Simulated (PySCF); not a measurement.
# Fine-structure interval of Se(3+) by level of theory

Se(3+) [Ar] 3d10 4s2 4p1 [4p1/2^1, M_J = 1/2] → Se(3+) [Ar] 3d10 4s2 4p1 [4p3/2^1, M_J = 3/2], as a difference of total energies. Computed with PySCF 2.14 in x2c-TZVPPall-2c (6s7p4d1f, 54 functions), with the two-component X2C-1e Hamiltonian. Correlated levels: [Ne] frozen. "Screened" scales the spin-orbit matrix elements by Boettger's factors to mimic the two-electron term; Breit and QED terms are absent.

| method | fine-structure interval (cm⁻¹) |
| --- | --- |
| GHF (screened spin-orbit) | 5374.2 |
| GMP2 (screened spin-orbit) | 4364.5 |
| GHF (bare spin-orbit) | 5644.7 |

GHF and GMP2 differ strongly here because the two determinants are spin-polarised to different degrees; the interval is a small difference of such terms.
